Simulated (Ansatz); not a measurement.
Calculated with Ansatz (gas phase, PBE0-D4/def2-TZVP geometries, no zero-point term in ΔE). CBS: MP2 limit from def2 TZ/QZ plus the TZ coupled-cluster correction, frozen cores. This one scheme is used for every species. Functionals use def2-TZVPP. B3LYP here is the variant with VWN-RPA as its local correlation; programs differ in this. Open shells (•) are unrestricted, without spin–orbit coupling. Each species was taken in one conformer, which may not be the lowest.

Consider the hydrogen abstraction from a C–H bond: `FC(F)OC(F)F` + `[CH3]`• → `F[C](F)OC(F)F`• + CH₄.

`FC(F)OC(F)F`:

Z-matrix (Å, degrees):
```
C
F 1 1.343
O 1 1.371 2 110.6
F 1 1.331 2 108.0 3 -116.7
H 1 1.097 2 108.6 3 124.1
C 3 1.371 1 116.4 2 85.6
F 6 1.332 3 107.0 1 156.2
F 6 1.343 3 110.6 1 -86.5
H 6 1.097 3 112.7 1 35.2
```

`[CH3]`•:

Cartesian coordinates in Å:
```
C 0.000 0.000 0.000
H 0.668 -0.258 -0.809
H 0.372 0.046 1.013
H -1.039 0.212 -0.204
```

`F[C](F)OC(F)F`•:

Z-matrix (Å, degrees):
```
C
O 1 1.395
F 1 1.329 2 106.6
F 1 1.337 2 109.5 3 116.9
H 1 1.093 2 112.2 3 -121.1
C 2 1.336 1 118.0 3 150.1
F 6 1.327 2 114.3 1 -61.7
F 6 1.323 2 115.0 1 66.2
```

CH₄:

Cartesian coordinates in Å:
```
C 0.000 0.000 0.000
H 0.837 -0.595 -0.365
H -0.309 -0.369 0.977
H -0.833 -0.078 -0.698
H 0.306 1.042 0.085
```

Task: Is it downhill or uphill in electronic energy at CCSD(T)/CBS, and by how much? (An estimate is asked.)

Result: Computed: Nearly level: ΔE = +0.8 kJ/mol.

Task: What do these levels give: r2SCAN-D4, PBE0-D4, B3LYP-D4, ωB97X-V, B2PLYP, PBE, PBE0, B3LYP, SCS-MP2/def2-TZVPP, CCSD(T)/def2-TZVPP, HF/def2-QZVPP, CCSD/CBS(def2)? (An estimate is asked.)

Result: The calculation gave: r2SCAN-D4 -10.3, PBE0-D4 -10.9, B3LYP-D4 -10.2, ωB97X-V -9.0, B2PLYP -6.3, PBE -19.4, PBE0 -11.2, B3LYP -10.6, SCS-MP2/def2-TZVPP 3.9, CCSD(T)/def2-TZVPP 1.4, HF/def2-QZVPP 7.0, CCSD/CBS(def2) 3.1 kJ/mol.

Largest T1 diagnostic among the species: 0.014.

From PBE to PBE0 (25 % exact exchange), in def2-TZVPP and without D4, ΔE moves by +8.2 kJ/mol. In def2-TZVPP, CCSD(T) changes the Hartree–Fock value by −6.0 kJ/mol (the triples alone add −2.3 kJ/mol) and MP2 by −7.0 kJ/mol.
